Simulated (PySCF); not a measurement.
Input of a run (PBE0-D3(BJ)/def2-SVP geometry optimisation, gas phase (PySCF 2.14.0)), started from GFN2-xTB:
```
{"job": {"xc": "PBE0", "basis": "def2-SVP", "d3": "d3bj", "grid": 1, "kind": "geom"}, "charge": 0, "multiplicity": 1}
C     -1.315324     0.183543    -2.474826
C     -1.414576    -0.467287    -1.332003
C     -0.904233     0.051450    -0.019511
C     -1.999328     0.228436     1.001636
C     -3.293646     0.199314     0.747463
C      0.121011    -0.907240     0.517016
C      1.372089    -0.595602     0.821763
S      2.050548     1.027639     0.666222
Si     4.130111     0.619679     1.013539
H     -0.862309     1.159739    -2.532043
H     -1.682412    -0.226352    -3.401005
H     -1.869798    -1.448882    -1.290886
H     -0.418800     1.023537    -0.168235
H     -1.640027     0.402306     2.008067
H     -3.677440     0.040966    -0.246807
H     -4.025188     0.345132     1.524536
H     -0.212877    -1.926805     0.658422
H      2.061371    -1.332837     1.204052
H      4.731274     1.938289     0.955383
H      4.597008    -0.281424    -0.033968
H      4.243627    -0.016657     2.321756
```

Output (energies in Eh, forces in Eh/bohr):
```
step   0  E = -960.59532999  max force = 0.020521
step   1  E = -960.60004681  max force = 0.002496
step   2  E = -960.60010154  max force = 0.001270
step   3  E = -960.60012029  max force = 0.001384
step   4  E = -960.60016308  max force = 0.000814
step   5  E = -960.60023098  max force = 0.001874
step   6  E = -960.60038988  max force = 0.001768
step   7  E = -960.60039999  max force = 0.002208
step   8  E = -960.60060659  max force = 0.000544
step   9  E = -960.60062930  max force = 0.000246
step  10  E = -960.60065621  max force = 0.000721
step  11  E = -960.60069108  max force = 0.000586
step  12  E = -960.60070348  max force = 0.000426
optimisation converged
```

Task: Summarise the run.

Result: The energy falls by 14.1 kJ/mol over 13 energy and gradient evaluations, the largest force component goes from 0.0205 to 4.3e-04 Eh/bohr, and the atoms move by 0.396 Å rms after alignment. The bond that changes most is Si9–H19 (SiH3 silicon to Si–H hydrogen), which lengthens by 0.040 Å. Bonds longer at the end by more than 0.005 Å: 16 of 20; shorter: 0. Among the angles that change most is S8–Si9–H20, from 108.1° to 111.9°. Among the dihedrals that turn most is H18–C7–S8–Si9, from 10° to 46°. The energy never rose by more than 1e-6 Eh on the way. The first step brought 88 % of the lowering.

Task: What are the final bond lengths?

Result: C1=C2 1.332 Å, C2–C3 1.502 Å, C3–C4 1.512 Å, C4=C5 1.333 Å, C3–C6 1.506 Å, C6=C7 1.338 Å, C7–S8 1.775 Å, S8–Si9 2.149 Å, C1–H10 1.095 Å, C1–H11 1.093 Å, C2–H12 1.098 Å, C3–H13 1.105 Å, C4–H14 1.097 Å, C5–H15 1.094 Å, C5–H16 1.093 Å, C6–H17 1.096 Å, C7–H18 1.095 Å, Si9–H19 1.490 Å, Si9–H20 1.493 Å, Si9–H21 1.494 Å. Numbering counts from 1 in the input's order; the species is `C=CC(C=C)/C=C\S[SiH3]`.

The run used 194 basis functions and 94 SCF cycles in all.

No PBE0-D3(BJ)/def2-SVP frequencies stand behind this structure, so it isn't proved a minimum. One conformer, not necessarily the lowest.
